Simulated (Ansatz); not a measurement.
`F/C=N/[SiH2]F` + `O[SiH3]` → `F[SiH2]O[SiH3]` + `N=CF` at 400 K and 1 bar (ligand exchange at the Si–N bond).

Isolated molecules relaxed with PBE0-D4/def2-TZVP in Ansatz; ΔE leaves out vibrations. CCSD(T)/CBS is the MP2 limit (def2-TZVPP, def2-QZVPP) plus CCSD(T) − MP2 in def2-TZVPP, frozen cores. This one scheme is used for every species. One conformer a species, not always the lowest.

```csv
species,CCSD(T)/CBS energy (Eh),H − E (kJ/mol),S (J/(mol·K))
`F/C=N/[SiH2]F`,-583.28846,143.6,353.7
`O[SiH3]`,-366.69042,120.0,276.4
`F[SiH2]O[SiH3]`,-756.28164,162.6,380.8
`N=CF`,-193.72220,103.2,262.4
```

H − E and S are ideal-gas, rigid-rotor, harmonic terms from PBE0-D4/def2-TZVP, for one conformer and one mirror image of each species. 1 Eh = 2625.50 kJ/mol, R = 8.31446 J/(mol·K).

Q: By hand: ΔE, ΔH, ΔS and ΔG.

A: ΔE = (-756.28164) + (-193.72220) − (-583.28846) − (-366.69042) = -0.02496 Eh = -65.5 kJ/mol. Δ(H − E) = 162.6 + 103.2 − 143.6 − 120.0 = 2.2, so ΔH = -63.3 kJ/mol. ΔS = 380.8 + 262.4 − 353.7 − 276.4 = 13.1 J/(mol·K). ΔG = -63.3 − 400 × (13.1)/1000 = -68.5 kJ/mol.

Q: By hand: the equilibrium constant, and the temperature at which ΔG would vanish if ΔH and ΔS stayed fixed.

A: log₁₀ K = −ΔG/(RT ln 10) = 8.9. ΔH and −TΔS have one sign here, so there is no such temperature.

The number of gas molecules stays the same, so ΔS is small and ΔH decides. A doubt of 5 kJ/mol in ΔE shifts log₁₀ K by 0.7 here. Other conformers and mirror images would add mixing entropy, several J/(mol·K) or more a flexible species. Modes under 60 cm⁻¹, often nearly free rotors, make the harmonic entropy too high. These are equilibria of isolated gas molecules and say nothing of rates. Largest T1 diagnostic: 0.013 (customary marks: 0.02 for closed shells, 0.045 for open ones).
